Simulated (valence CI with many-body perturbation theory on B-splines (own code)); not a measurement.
Values are calculated unless marked as measured or tabulated.
# Hyperfine factors and g values of Ti⁹⁺

Method: configuration interaction combined with many-body perturbation theory (CI+MBPT): three valence electrons over a frozen Dirac-Fock core [Ne], radial functions for each j: 11 s, 11 p, 10 d, 8 f, 5 g, 2 h, with the one-electron correlation potential Σ1 (screened to all orders), the two-electron term Σ2, the three-electron term Σ3, Breit, model QED; selected single and double excitations, second order for the rest, scaled by the run's own slope (own B-spline code, finite nucleus).

No measured spectrum was set against this ion. As an estimate, levels of excited configurations hold to 0.05 to 0.15 % of their energy, terms of the ground configuration to about 0.5 %.

A/g_I is the dipole constant over the nuclear g factor μ/I (μ in nuclear magnetons, uniformly magnetised nucleus), B/Q the quadrupole constant per barn. Both hold the static response of the core; the bare values leave it out. Large factors of s and p1/2 electrons are usually good to 5 to 10 %; those of open d and f shells near neutrality can be off by tens of per cent, and small factors of p3/2, d and f electrons come from cancelling terms and can be off by a factor of two or in sign, in half-filled shells by more. B is blank for J = 1/2, where it vanishes, and for nearly pure S terms. Energies count from the lowest level.

Names give the largest LS component (configuration and term), which can be under half, so a name can repeat, a term be missing and a line seem to break the LS rules; names also repeat where a configuration has a term twice. Letters in brackets count levels of one name in rising energy.

```tsv
Level	E (eV)	g	A/g_I (MHz)	A/g_I bare	B/Q (MHz/b)	B/Q bare
3s2.3p 2P°_1/2	0.000	0.665	11500	10700		
3s2.3p 2P°_3/2	0.937	1.334	2380	2300	4100	3850
3s.3p2 4P_1/2	19.878	2.667	22400	21200		
3s.3p2 4P_3/2	20.232	1.734	10300	9780	3380	3170
3s.3p2 4P_5/2	20.735	1.598	10700	10100	-4230	-3970
3s.3p2 2D_3/2	26.294	0.801	-2720	-2460	5240	4930
3s.3p2 2D_5/2	26.363	1.202	10400	9750	7470	7020
3s.3p2 2S_1/2	32.822	1.920	39900	37000		
3s.3p2 2P_1/2	34.882	0.750	8820	8110		
3s.3p2 2P_3/2	35.400	1.332	-1920	-1590	-4160	-3910
3s2.3d 2D_3/2	42.821	0.799	135	246	1070	1060
3s2.3d 2D_5/2	42.888	1.200	1640	1640	1510	1500
3p3 2D°_3/2	51.250	0.808	726	676	148	150
3p3 2D°_5/2	51.369	1.200	4430	4250	-1230	-1140
3p3 4S°_3/2	52.552	1.989	-675	-99.0		
3p3 2P°_1/2	57.323	0.665	9690	8920		
3p3 2P°_3/2	57.392	1.325	1390	1500	-520	-487
3s.3p.3d 4F°_3/2	57.544	0.411	-4550	-4200	2150	2050
3s.3p.3d 4F°_5/2	57.738	1.029	2790	2710	2000	1920
3s.3p.3d 4F°_7/2	58.022	1.239	4970	4750	2920	2800
3s.3p.3d 4F°_9/2	58.407	1.334	5600	5340	4900	4680
3s.3p.3d 4P°_5/2	62.154	1.547	6630	6350	1910	1850
3s.3p.3d 4P°_3/2	62.335	1.509	5690	5530	1010	958
3s.3p.3d 4D°_1/2	62.486	0.825	-5170	-4610		
3s.3p.3d 4P°_1/2	62.821	1.843	15200	14300		
3s.3p.3d 4D°_3/2	62.900	1.420	7210	6880	-1380	-1330
3s.3p.3d 4D°_7/2	62.940	1.428	6840	6520	-3550	-3290
3s.3p.3d 4D°_5/2	62.948	1.416	6730	6440	-2420	-2290
3s.3p.3d 2D°_3/2 [a]	64.356	0.804	-5210	-4740	-2280	-2120
3s.3p.3d 2D°_5/2 [a]	64.366	1.207	8120	7640	-3170	-2950
3s.3p.3d 2F°_5/2 [a]	67.362	0.858	3250	3060	4120	3950
3s.3p.3d 2F°_7/2 [a]	68.106	1.143	355	462	4810	4610
3s.3p.3d 2P°_3/2 [a]	73.259	1.323	6600	6260	814	796
3s.3p.3d 2P°_1/2 [a]	73.597	0.665	-9000	-8270		
3s.3p.3d 2F°_7/2 [b]	73.806	1.143	6100	5760	4730	4530
3s.3p.3d 2F°_5/2 [b]	73.984	0.857	-3020	-2710	4060	3890
3s.3p.3d 2P°_1/2 [b]	75.988	0.665	-747	-578		
3s.3p.3d 2P°_3/2 [b]	76.064	1.295	1630	1700	1180	1150
3s.3p.3d 2D°_3/2 [b]	76.444	0.847	2990	2830	-3130	-2920
3s.3p.3d 2D°_5/2 [b]	76.558	1.199	-1160	-901	-3190	-2950
```

(1) Take the isotope of mass number 47, with I = 5/2, μ = -0.78814 μN and Q = 0.302 b. What is the hyperfine structure of 3s.3p2 2D_3/2?

Answers

(1) From the table A = 858 MHz, B = 1580 MHz. Shifts from the centre of gravity in MHz: F = 1: -3400, F = 2: -2950, F = 3: -1080, F = 4: 3610.
